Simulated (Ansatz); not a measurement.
`O[SiH2]N[SiH2][SiH3]` + `N[SiH2]S` → `N[SiH2]S[SiH3]` + `O[SiH2]N[SiH3]`  (cleavage of the Si–Si bond)

Calculated with Ansatz (gas phase, PBE0-D4/def2-TZVP geometries, no zero-point term in ΔE). CBS: MP2 limit from def2 TZ/QZ plus the TZ coupled-cluster correction, frozen cores. DFT in def2-TZVPP. One conformer a species, not always the lowest.

`O[SiH2]N[SiH2][SiH3]`:

Cartesian coordinates in Å:
```
O 0.849 2.723 -0.065
Si 1.003 1.321 0.779
N 1.371 -0.059 -0.176
Si 0.332 -1.355 -0.668
Si -1.875 -0.985 0.026
H 0.154 2.773 -0.723
H -0.264 0.983 1.479
H 2.106 1.608 1.722
H 2.312 -0.097 -0.546
H 0.334 -1.488 -2.154
H 0.800 -2.667 -0.133
H -2.351 0.359 -0.407
H -2.044 -1.103 1.498
H -2.727 -2.014 -0.632
```

`N[SiH2]S`:

Z-matrix (Å, degrees):
```
Si
S 1 2.151
N 1 1.706 2 111.5
H 1 1.484 2 111.6 3 -117.8
H 1 1.485 2 105.8 3 122.4
H 2 1.343 1 94.3 3 -148.1
H 3 1.006 1 122.1 2 53.2
H 3 1.006 1 120.4 2 -98.6
```

`N[SiH2]S[SiH3]`:

```xyz
11

N     1.517    1.686    1.033
Si    0.937    0.430    0.033
S    -0.390   -0.935    1.040
Si   -1.661   -1.348   -0.622
H     0.880    2.332    1.470
H     2.329    1.528    1.607
H     2.126   -0.310   -0.452
H     0.164    0.997   -1.104
H    -2.461   -0.153   -0.996
H    -2.565   -2.445   -0.200
H    -0.877   -1.782   -1.808
```

`O[SiH2]N[SiH3]`:

Cartesian coordinates in Å:
```
O 1.242 -1.741 -0.765
Si 1.356 -0.223 -0.141
N -0.060 0.320 0.669
Si -1.587 0.725 -0.036
H 1.062 -2.462 -0.159
H 1.626 0.610 -1.332
H 2.448 -0.142 0.866
H 0.006 0.375 1.675
H -2.651 -0.259 0.305
H -1.390 0.737 -1.507
H -2.052 2.061 0.425
```

| level | ΔE (kJ/mol) |
| --- | --- |
| r2SCAN-D4 | -61.6 |
| PBE | -52.9 |

**Question.** What does CCSD(T)/CBS give? (Best estimate.)

**Answer.** Ansatz gave: -65.1 kJ/mol. The listed levels differ from it by 3.5, 12.2 kJ/mol.

Largest T1 diagnostic among the species: 0.012.

From PBE to PBE0 (25 % exact exchange), in def2-TZVPP and without D4, ΔE moves by −4.3 kJ/mol.
